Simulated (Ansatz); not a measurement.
Reaction (cleavage of the Si–Si bond): `[SiH3][SiH2][GaH2]` + `CC(N)N` → `CC(N)N[SiH3]` + `[SiH3][GaH2]`

Isolated molecules relaxed with PBE0-D4/def2-TZVP in Ansatz; ΔE leaves out vibrations. CCSD(T)/CBS adds triple-zeta CCSD(T) − MP2 to the extrapolated MP2 energy (def2 sets, frozen cores). Functionals use def2-TZVPP. B3LYP here is the variant with VWN-RPA as its local correlation; programs differ in this. For Ga outer-core shells are correlated without core-valence functions, which leaves a few kJ/mol of doubt a bond. Scalar relativity is left out up to krypton. One conformer a species, not always the lowest.

```json
{"level": "PBE0-D4", "ΔE (kcal/mol)": "-5.0"}
{"level": "ωB97X-V", "ΔE (kcal/mol)": "-8.2"}
{"level": "PBE", "ΔE (kcal/mol)": "-3.7"}
{"level": "PBE0", "ΔE (kcal/mol)": "-4.8"}
{"level": "B3LYP", "ΔE (kcal/mol)": "-8.0"}
{"level": "HF/def2-QZVPP", "ΔE (kcal/mol)": "-11.8"}
{"level": "MP2/def2-QZVPP", "ΔE (kcal/mol)": "-9.4"}
{"level": "HF/CBS(def2)", "ΔE (kcal/mol)": "-11.8"}
```

What does CCSD(T)/CBS give? (Estimate.)

The calculation gave: -7.7 kcal/mol. The listed levels differ from it by 2.7, -0.5, 4.0, 2.9, -0.3, -4.1, -1.7, -4.1 kcal/mol.

Largest T1 diagnostic among the species: 0.014.

In def2-TZVPP, CCSD(T) changes the Hartree–Fock value by +3.6 kcal/mol (the triples alone add +0.5 kcal/mol) and MP2 by +2.1 kcal/mol. From PBE to PBE0 (25 % exact exchange), in def2-TZVPP and without D4, ΔE moves by −1.1 kcal/mol.
